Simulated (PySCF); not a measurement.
Compound: C2H3F3O2Si.
Atom-mapped SMILES: `[O:1]=[C:2]([SiH2:3][OH:4])[C:5]([F:6])([F:7])[F:8]` (hydrogens: H9, H10 on Si3; H11 on O4)

Geometry (PBE0-D3(BJ)/def2-SVP, Å), atoms numbered from 1 in this order:
```
atom  x, y, z in Å
O1    -0.457    0.274    1.644
C2     0.054   -0.041    0.597
Si3   -0.807    0.556   -1.041
O4    -2.090    1.396   -0.422
C5     1.333   -0.894    0.602
F6     1.109   -2.009   -0.097
F7     2.311   -0.218   -0.004
F8     1.723   -1.220    1.818
H9    -1.216   -0.624   -1.848
H10    0.128    1.410   -1.822
H11   -2.085    1.373    0.547
```

Level: PBE0/def2-SVPD in PySCF, non-relativistic, on one gas-phase PBE0-D3(BJ)/def2-SVP geometry that isn't relaxed in the solvent. The solvent is an IEF-PCM continuum (cavity from Bondi-type radii × 1.2), and excitations are vertical TDDFT with non-equilibrium linear response and a frozen core. The model holds no explicit solvent molecules, cavitation or dispersion.

Gas-phase singlets (H = HOMO, L = LUMO):

```tsv
state	E (eV)	λ (nm)	f	leading configurations
S1	3.514	353	0.001	H→L 98%
S2	5.582	222	0.020	H-1→L 99%
S3	6.632	187	0.012	H→L+1 94%
S4	6.837	181	0.000	H-2→L 94%
S5	7.356	169	0.003	H-1→L+1 99%
```

**Question.** Give the list for acetone (ε = 20.49), n² = 1.85.

**Answer.** 
| state | E (eV) | λ (nm) | f | leading configurations | change by rank (eV) |
| --- | --- | --- | --- | --- | --- |
| S1 | 3.560 | 348 | 0.001 | H→L 98% | +0.046 |
| S2 | 5.565 | 223 | 0.031 | H-1→L 99% | -0.017 |
| S3 | 6.715 | 185 | 0.015 | H→L+1 95% | +0.083 |
| S4 | 6.958 | 178 | 0.000 | H-2→L 92% | +0.121 |
| S5 | 7.386 | 168 | 0.002 | H-1→L+1 98% | +0.030 |

**Question.** How does the list change in dimethylsulfoxide (ε = 46.83)?

**Answer.** 
| state | E (eV) | λ (nm) | f | leading configurations | change by rank (eV) |
| --- | --- | --- | --- | --- | --- |
| S1 | 3.561 | 348 | 0.001 | H→L 98% | +0.047 |
| S2 | 5.563 | 223 | 0.033 | H-1→L 99% | -0.019 |
| S3 | 6.717 | 185 | 0.016 | H→L+1 95% | +0.085 |
| S4 | 6.965 | 178 | 0.000 | H-2→L 92% | +0.128 |
| S5 | 7.385 | 168 | 0.002 | H-1→L+1 98% | +0.029 |

**Question.** The ground-state energy changes by -0.187 eV from gas to dimethylsulfoxide. By how much does the total energy of gas-phase S1 change?

**Answer.** E(S1) = E(S0) + excitation energy, so it changes by -0.187 + 0.047 = -0.140 eV: it is lowered less than the ground state, which is what a blue shift means. This is the vertical state, with the slow part of the continuum still set for S0.

**Question.** How do the frontier levels move from gas to dimethylsulfoxide?

**Answer.** 
```
orbital  gas (eV)  solvent (eV)  change (eV)                    Löwdin shares, gas                Löwdin shares, solvent
 LUMO+2      0.38          0.66        +0.28  Si3 37 %, H10 12 %, H9 11 %, C2 11 %   Si3 32 %, C5 11 %, C2 11 %, H10 9 %
 LUMO+1     -0.42         -0.14        +0.28  Si3 37 %, O4 16 %, H10 10 %, H9 10 %    Si3 36 %, O4 17 %, H10 9 %, H9 9 %
   LUMO     -2.63         -2.40        +0.23     C2 40 %, O1 36 %, Si3 8 %, C5 5 %     C2 40 %, O1 36 %, Si3 7 %, C5 5 %
   HOMO     -8.35         -8.16        +0.19    O1 46 %, C2 18 %, Si3 12 %, C5 9 %    O1 46 %, C2 18 %, Si3 13 %, C5 9 %
 HOMO-1     -9.36         -9.11        +0.25  O4 49 %, Si3 21 %, H9 12 %, H10 12 %  O4 45 %, Si3 23 %, H9 14 %, H10 14 %
 HOMO-2    -10.95        -10.86        +0.09      O4 72 %, O1 8 %, Si3 8 %, C2 5 %      O4 72 %, O1 8 %, Si3 8 %, C2 5 %
 HOMO-3    -11.25        -11.00        +0.25  O4 36 %, Si3 25 %, H10 12 %, H9 12 %  O4 41 %, Si3 23 %, H10 11 %, H9 10 %
```

The HOMO–LUMO gap goes from 5.71 to 5.76 eV.
